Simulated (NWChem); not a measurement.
System: FeF2, quintet; SMILES [F][Fe][F]

```xyz
3

Fe     0.0000     0.0000    -0.2564
F      1.7445     0.0000    -0.2567
F     -1.7445     0.0000    -0.2567
```
Atoms are numbered in this order, from 1.

Coordinates come from a PBE0/def2-SVP, spin-unrestricted optimisation. This spin state was assumed; another may lie lower. No stability test was run on the SCF state.

Question: List the 6 lowest vertical excitations from B3LYP/def2-SVP, spin-unrestricted, TDA (NWChem).

Answer: 
```
state    energy (eV)  oscillator strength  <S²>
-------  -----------  -------------------  ----
state 1         0.49                0.000  6.01
state 2         0.72                0.000  6.03
state 3         1.17                0.000  6.01
state 4         1.17                0.000  6.01
state 5         4.93                0.009  6.13
state 6         4.93                0.009  6.13
```
